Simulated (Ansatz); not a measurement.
Relaxation of ClGaH6OSi (10 atoms, charge 0, multiplicity 1), to a largest force component of 0.03 eV/Å in at most 50 steps.

Level of theory: RKS PBE-D4/def2-SVP in Ansatz.

```xyz
10
Properties=species:S:1:pos:R:3
Ga 0.102 -0.236 -0.494
Cl -0.193 -0.256 2.928
H 1.452 0.541 -0.343
H -1.281 0.170 -1.122
O 0.214 -1.947 0.076
Si -0.722 -3.328 -0.129
H 0.180 -4.530 -0.142
H -1.700 -3.466 1.010
H -1.493 -3.280 -1.425
H 0.188 -1.306 2.184
```

Task: Where does it end, and by what steps?

Result: The run converged. After 22 steps the energy has fallen by 1.016 eV; H10 moved furthest, 1.00 Å. Parted: Cl2–H10 (1.34 → 2.34 Å). Joined: Ga1–Cl2 (3.43 → 2.25 Å), O5–H10 (2.20 → 0.99 Å).

```json
{"step": "0", "energy less start (eV)": "0.0000", "largest force component (eV/Å)": "0.674", "accepted": "yes"}
{"step": "1", "energy less start (eV)": "-0.0913", "largest force component (eV/Å)": "0.440", "accepted": "yes"}
{"step": "2", "energy less start (eV)": "-0.1624", "largest force component (eV/Å)": "0.555", "accepted": "yes"}
{"step": "3", "energy less start (eV)": "-0.2227", "largest force component (eV/Å)": "0.684", "accepted": "yes"}
{"step": "4", "energy less start (eV)": "-0.2808", "largest force component (eV/Å)": "1.124", "accepted": "yes"}
{"step": "5", "energy less start (eV)": "-0.3998", "largest force component (eV/Å)": "1.306", "accepted": "yes"}
{"step": "6", "energy less start (eV)": "-0.5275", "largest force component (eV/Å)": "2.946", "accepted": "yes"}
{"step": "7", "energy less start (eV)": "-0.8057", "largest force component (eV/Å)": "1.193", "accepted": "yes"}
{"step": "8", "energy less start (eV)": "-0.9315", "largest force component (eV/Å)": "1.255", "accepted": "yes"}
{"step": "9", "energy less start (eV)": "-0.9589", "largest force component (eV/Å)": "0.897", "accepted": "yes"}
{"step": "10", "energy less start (eV)": "-0.9232", "largest force component (eV/Å)": "0.640", "accepted": "no"}
{"step": "11", "energy less start (eV)": "-0.9925", "largest force component (eV/Å)": "0.078", "accepted": "yes"}
{"step": "12", "energy less start (eV)": "-0.9943", "largest force component (eV/Å)": "0.088", "accepted": "yes"}
{"step": "13", "energy less start (eV)": "-0.9963", "largest force component (eV/Å)": "0.068", "accepted": "yes"}
{"step": "14", "energy less start (eV)": "-1.0008", "largest force component (eV/Å)": "0.033", "accepted": "yes"}
{"step": "15", "energy less start (eV)": "-1.0029", "largest force component (eV/Å)": "0.230", "accepted": "yes"}
{"step": "16", "energy less start (eV)": "-1.0070", "largest force component (eV/Å)": "0.095", "accepted": "yes"}
{"step": "17", "energy less start (eV)": "-1.0109", "largest force component (eV/Å)": "0.042", "accepted": "yes"}
{"step": "18", "energy less start (eV)": "-1.0110", "largest force component (eV/Å)": "0.165", "accepted": "yes"}
{"step": "19", "energy less start (eV)": "-1.0136", "largest force component (eV/Å)": "0.095", "accepted": "yes"}
{"step": "20", "energy less start (eV)": "-1.0147", "largest force component (eV/Å)": "0.115", "accepted": "yes"}
{"step": "21", "energy less start (eV)": "-1.0154", "largest force component (eV/Å)": "0.035", "accepted": "yes"}
{"step": "22", "energy less start (eV)": "-1.0157", "largest force component (eV/Å)": "0.020", "accepted": "yes"}
```

```xyz
10
Properties=species:S:1:pos:R:3
Ga -0.083 0.046 0.118
Cl 0.071 0.194 2.355
H 1.208 0.541 -0.625
H -1.572 -0.016 -0.394
O 0.301 -2.050 0.444
Si -0.705 -3.351 -0.078
H -0.053 -4.638 0.335
H -2.071 -3.230 0.531
H -0.751 -3.212 -1.565
H 0.403 -1.922 1.422
```

Whether the end is a true minimum wasn't checked by a vibrational analysis.

The run took 32 s on 4 threads of Arm Neoverse V1, with other jobs on the host, peak memory 0.17 GiB.
